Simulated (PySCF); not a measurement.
Computed IR spectrum (relative IR intensity) of a molecule CH₈ClNSi₂. Geometry: B3LYP-D3(BJ)/def2-SVP. One conformer was computed; it need not be the lowest. Computed with B3LYP-D3(BJ)/def2-SVP run with PySCF 2.14.0. Frequencies are harmonic and unscaled.

ν (cm⁻¹): 379 (w), 512 (m), 582 (w), 733 (w), 753 (w), 817 (w), 881 (w), 896 (vs), 942 (s), 947 (m), 959 (s), 1007 (w), 1198 (m), 1279 (w), 2196 (m), 2208 (m), 2256 (m), 2266 (m), 3570 (w) (against the strongest line: vs over 80 %, s over 45 %, m over 15 %, w over 4 %, vw less)

Problem. Pick the molecule that these values belong to.
A) C[Si@@H](Cl)[SiH2]N
B) NC[SiH2][SiH2]Cl
C) NC[Si@@H]([SiH3])Cl
D) C[SiH2]N[SiH2]Cl

Solution. D, C[SiH2]N[SiH2]Cl
